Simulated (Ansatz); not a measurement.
`[BH2][GaH][F]` + H₂O → `[OH][GaH][F]` + BH₃ at 500 K and 1 bar (formal hydrolysis of a Ga–B bond).

Calculated with Ansatz (gas phase, PBE0-D4/def2-TZVP geometries, no zero-point term in ΔE). CCSD(T)/CBS is the MP2 limit (def2-TZVPP, def2-QZVPP) plus CCSD(T) − MP2 in def2-TZVPP, frozen cores. This one scheme is used for every species. For Ga outer-core shells are correlated without core-valence functions, which leaves a few kJ/mol of doubt a bond. Scalar relativity is left out up to krypton. Each species was taken in one conformer, which may not be the lowest.

| species | CCSD(T)/CBS energy (Eh) | H − E (kJ/mol) | S (J/(mol·K)) |
| --- | --- | --- | --- |
| `[BH2][GaH][F]` | -2050.32373 | 107.3 | 345.7 |
| H₂O | -76.37941 | 73.2 | 206.3 |
| `[OH][GaH][F]` | -2100.17635 | 88.0 | 326.9 |
| BH₃ | -26.55200 | 86.8 | 208.8 |

H − E and S are ideal-gas, rigid-rotor, harmonic terms from PBE0-D4/def2-TZVP, for one conformer and one mirror image of each species. 1 Eh = 2625.50 kJ/mol, R = 8.31446 J/(mol·K).

By hand: ΔE, ΔH, ΔS and ΔG.

ΔE = (-2100.17635) + (-26.55200) − (-2050.32373) − (-76.37941) = -0.02521 Eh = -66.2 kJ/mol. Δ(H − E) = 88.0 + 86.8 − 107.3 − 73.2 = -5.7, so ΔH = -71.9 kJ/mol. ΔS = 326.9 + 208.8 − 345.7 − 206.3 = -16.3 J/(mol·K). ΔG = -71.9 − 500 × (-16.3)/1000 = -63.8 kJ/mol.

By hand: the equilibrium constant, and the temperature at which ΔG would vanish if ΔH and ΔS stayed fixed.

log₁₀ K = −ΔG/(RT ln 10) = 6.7. ΔG = 0 at ΔH/ΔS = 4411 K, far beyond where these terms or the molecules hold.

ΔH outweighs TΔS. A doubt of 5 kJ/mol in ΔE shifts log₁₀ K by 0.5 here. Other conformers and mirror images would add mixing entropy, several J/(mol·K) or more a flexible species. These are equilibria of isolated gas molecules and say nothing of rates. Largest T1 diagnostic: 0.015 (customary marks: 0.02 for closed shells, 0.045 for open ones).
